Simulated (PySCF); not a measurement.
r2SCAN on Os⁻ (osmium, charge -1), [Xe] 4f14 5d7 6s2, high-spin 4F determinant. All numbers are calculated (PySCF 2.14, scalar relativity by spin-free X2C-1e, in x2c-TZVPPall with one added diffuse shell each of s, p, d, f type (12s8p8d4f1g, 113 functions)).

```
cycle= 1 E= -17255.5641098559  delta_E= -0.0367  |g|= 0.275  |ddm|= 0.705
cycle= 2 E= -17255.5535977265  delta_E= 0.0105  |g|= 0.352  |ddm|= 0.306
cycle= 3 E= -17255.5671281057  delta_E= -0.0135  |g|= 0.084  |ddm|= 0.27
cycle= 4 E= -17255.5702508954  delta_E= -0.00312  |g|= 0.00176  |ddm|= 0.101
cycle= 5 E= -17255.5702562645  delta_E= -5.37e-06  |g|= 0.00136  |ddm|= 0.0153
cycle= 6 E= -17255.5702577317  delta_E= -1.47e-06  |g|= 0.000205  |ddm|= 0.00483
cycle= 7 E= -17255.5702577913  delta_E= -5.96e-08  |g|= 4.53e-05  |ddm|= 0.00167
cycle= 8 E= -17255.5702577928  delta_E= -1.44e-09  |g|= 3.13e-06  |ddm|= 0.00017
cycle= 9 E= -17255.5702577928  delta_E= -3.27e-11  |g|= 6.78e-07  |ddm|= 1.81e-05
converged SCF energy = -17255.5702577928  <S^2> = 3.8061435  2S+1 = 4.0279739
```

Highest occupied orbital energy: 1.850 eV; ⟨L²⟩ = 12.04; populations by l: s 12.00, p 24.00, d 27.00, f 14.00.

(1) Can this result be used?

Results:

(1) With care. The run converged. Spin-orbit coupling, absent here, splits the open shell strongly. At r2SCAN the highest occupied level has a positive energy, so only the finite basis holds that electron; in a semilocal or global hybrid functional this comes from self-interaction and does not mean that the real anion is unbound.
